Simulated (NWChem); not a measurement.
NbF₄ cation; SMILES [F][Nb+]([F])([F])[F]

Computed with NWChem. The geometry was optimised at PBE0/def2-SVP. This spin state was assumed; another may lie lower. def2 effective core potentials on Nb; no spin-orbit coupling.

For level TPSS/def2-SVP (core potentials):

highest occupied level (eV): -17.82
orbital gap (eV): 7.01

### Question
How do the values read with level TPSS/STO-3G (all-electron, non-relativistic) instead?

### Answer
| Quantity | Result |
|---|---|
| highest occupied level (eV) | -13.01 |
| orbital gap (eV) | 6.66 |
